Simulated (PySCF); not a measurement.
## Structure from 2D NMR

Compound of formula C$_{5}$H$_{11}$BOS$_{2}$. Correlations simulated from computed shifts and the bond graph:

HSQC (one-bond C–H):
| δH | δC |
| --- | --- |
| 5.17 | 106.0 |
| 3.29 | 81.0 |
| 2.94 | 45.5 |
| 2.91 | 45.5 |
| 1.40 | 22.4 |
| 1.21 | 25.7 |

COSY cross peaks (H two or three bonds apart, from the bond graph; peaks can be absent where the dihedral angle is near 90°):
| δH | δH |
| --- | --- |
| 5.17 | 2.94 |
| 5.17 | 2.91 |
| 3.29 | 1.40 |
| 3.29 | 1.21 |
| 2.94 | 2.91 |

HMBC (two and three bonds, from the bond graph):
| δH | δC |
| --- | --- |
| 6.44 | 106.0, 45.5 |
| 5.17 | 81.0, 45.5 |
| 3.29 | 106.0, 25.7, 22.4 |
| 2.94 | 106.0 |
| 2.91 | 106.0 |
| 1.40 | 81.0, 25.7 |
| 1.21 | 81.0, 22.4 |

Single conformer, non-relativistic, no solvent model, fast rotation and ring inversion assumed for equivalent nuclei. Geometry from PBE0-D3(BJ)/def2-SVP; σ from GIAO-B3LYP/pcSseg-1; PySCF 2.14.

References, each an isolated molecule treated in the same way: ¹H (σ = 31.38 ppm) and ¹³C (σ = 179.24 ppm) vs TMS.

Exchangeable hydrogens are left out of these lists.

Problem. Assemble the structure.

Solution. SMILES C(C)(C)O[C@H]1CSBS1.

Atoms are numbered as in `[CH3:1][CH:2]([CH3:3])[O:4][C@H:5]1[CH2:6][S:7][BH:8][S:9]1`; H(Xn) means a hydrogen on atom n. Ha(C6) is cis to O4 on the ring; Hb(C6) is trans to O4 on the ring.

- δC 106.0 is C5, an sp3 CH bonded to O and S (δH 5.17).
- δC 81.0 is C2, an sp3 CH bonded to O (δH 3.29).
- δC 45.5 is C6, an sp3 CH2 bonded to S (δH 2.94, 2.91).
- δC 25.7 is C3, a methyl carbon (δH 1.21).
- δC 22.4 is C1, a methyl carbon (δH 1.40).
- COSY links 5.17–2.94, 5.17–2.91, 3.29–1.40, 3.29–1.21, 2.94–2.91.

This is the structure that produced the data.

Hydrogens on boron are broadened and split by ¹¹B (spin 3/2, 80 %) and 10B (spin 3). Shifts are as computed. Against solution values, carbons near 30 ppm lie about +2 ppm off and those near 130 ppm about +6 ppm. Of 1211 compounds with measured shifts, 218 miss one by over three times the rms of a fit or turn the order of signals round; such compounds aren't used in these exercises.
